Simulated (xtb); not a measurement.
H$_{4}$Si$_{2}$, charge +1, doublet, from a rough starting geometry (a state made from the parent by changing its charge; the spin is typed, not shown lowest); GFN2-xTB (xtb).

Input for xtb:
```
$ xtb mol.xyz --gfn 2 --chrg 1 --uhf 1 --opt vtight --json

# file mol.xyz
6

Si    -0.42177825     1.29286930     1.12218509
H      0.15643804     2.46668496     0.53907446
Si     0.07878924    -0.56363046    -0.20356577
H      0.81515370    -0.51666099    -1.45053750
H     -1.25643467    -1.08572158    -0.58058204
H      0.64814278    -1.55590714     0.65912525
```

What the program printed (banner, timings and long lists left out):

```
   ID    Z sym.   atoms
    1   14 Si     1, 3
    2    1 H      2, 4-6

           -------------------------------------------------
          |                Calculation Setup                |
           -------------------------------------------------

           -------------------------------------------------
          |                 G F N 2 - x T B                 |
           -------------------------------------------------

          ...................................................
          :                      SETUP                      :
          :.................................................:
          :  # basis functions                  24          :
          :  # atomic orbitals                  22          :
          :  # shells                           10          :
          :  # electrons                        11          :
          :  max. iterations                   250          :
          :  Hamiltonian                  GFN2-xTB          :
          :  restarted?                      false          :
          :  GBSA solvation                  false          :
          :  PC potential                    false          :
          :  electronic temp.          300.0000000     K    :
          :  accuracy                    1.0000000          :
          :  -> integral cutoff          0.2500000E+02      :
          :  -> integral neglect         0.1000000E-07      :
          :  -> SCF convergence          0.1000000E-05 Eh   :
          :  -> wf. convergence          0.1000000E-03 e    :
          :  Broyden damping             0.4000000          :
          :  net charge                          1          :
          :  unpaired electrons                  1          :
          ...................................................

 iter      E             dE          RMSdq      gap      omega  full diag
   1     -4.9968259 -0.499683E+01  0.114E+01    1.04       0.0  T
   2     -5.0339645 -0.371386E-01  0.779E+00    1.04       1.0  T
   3     -5.0311436  0.282091E-02  0.324E+00    1.03       1.0  T
   4     -5.0255490  0.559458E-02  0.225E+00    1.39       1.0  T
   5     -5.0384195 -0.128704E-01  0.423E-01    1.21       1.0  T
   6     -5.0385037 -0.842042E-04  0.314E-01    1.20       1.0  T
   7     -5.0385732 -0.695690E-04  0.689E-02    1.22       1.0  T
   8     -5.0385776 -0.439258E-05  0.238E-02    1.22       1.7  T
   9     -5.0385784 -0.760253E-06  0.551E-03    1.21       7.4  T
[...]
 * total energy  :    -5.0009795 Eh     change       -0.5625353E-03 Eh
 * total energy  :    -5.0017129 Eh     change       -0.7334561E-03 Eh
 * total energy  :    -5.0021478 Eh     change       -0.4348607E-03 Eh
 * total energy  :    -5.0025292 Eh     change       -0.3814325E-03 Eh
 * total energy  :    -5.0026636 Eh     change       -0.1344281E-03 Eh
 * total energy  :    -5.0026938 Eh     change       -0.3019484E-04 Eh
 * total energy  :    -5.0026971 Eh     change       -0.3284443E-05 Eh
 * total energy  :    -5.0026984 Eh     change       -0.1322717E-05 Eh
 * total energy  :    -5.0026993 Eh     change       -0.8159204E-06 Eh
 * total energy  :    -5.0027001 Eh     change       -0.8172123E-06 Eh
 * total energy  :    -5.0027003 Eh     change       -0.1919560E-06 Eh
 * total energy  :    -5.0027003 Eh     change       -0.7651685E-07 Eh
   *** GEOMETRY OPTIMIZATION CONVERGED AFTER 15 ITERATIONS ***
         :: total energy              -5.002700339505 Eh    ::
[...]
      -------------------------------------------------------------
                  HL-Gap            0.0245210 Eh            0.6672 eV
             Fermi-level           -0.5273616 Eh          -14.3502 eV

     #   Z          covCN         q      C6AA      α(0)
     1  14 Si       1.834     0.482   180.384    28.542
     2   1 H        0.915     0.091     1.868     2.138
     3  14 Si       3.670     0.438    98.888    19.056
     4   1 H        0.918     0.003     3.016     2.716
     5   1 H        0.917    -0.007     3.185     2.791
     6   1 H        0.917    -0.007     3.184     2.791

 Mol. C6AA /au·bohr⁶  :        891.859374
 Mol. C8AA /au·bohr⁸  :      48424.692779
 Mol. α(0) /au        :         58.034015

Wiberg/Mayer (AO) data.
largest (>0.10) Wiberg bond orders for each atom

 ---------------------------------------------------------------------------
     #   Z sym  total        # sym  WBO       # sym  WBO       # sym  WBO
 ---------------------------------------------------------------------------
     1  14 Si   2.049 --     3 Si   0.962     2 H    0.905
     2   1 H    0.991 --     1 Si   0.905
     3  14 Si   3.629 --     1 Si   0.962     4 H    0.871     5 H    0.857
                             6 H    0.857
     4   1 H    1.000 --     3 Si   0.871
     5   1 H    1.000 --     3 Si   0.857
     6   1 H    1.000 --     3 Si   0.857
 ---------------------------------------------------------------------------

Topologies differ in total number of bonds
Writing topology from bond orders to xtbtopo.mol

molecular dipole:
                 x           y           z       tot (Debye)
 q only:       -0.154       1.085       0.637
   full:       -0.003       1.122       0.417       3.043
molecular quadrupole (traceless):
                xx          xy          yy          xz          yz          zz
 q only:       -3.878      -0.939       5.373      -0.621       4.691      -1.495
  q+dip:       -4.832      -0.702       7.325      -0.425       5.284      -2.493
   full:       -3.091      -0.865       5.501       0.989       4.013      -2.410

optimized geometry written to: xtbopt.xyz

           -------------------------------------------------
          | TOTAL ENERGY               -5.002700339505 Eh   |
          | GRADIENT NORM               0.000068384074 Eh/α |
          | HOMO-LUMO GAP               0.667249138030 eV   |
           -------------------------------------------------

normal termination of xtb
```
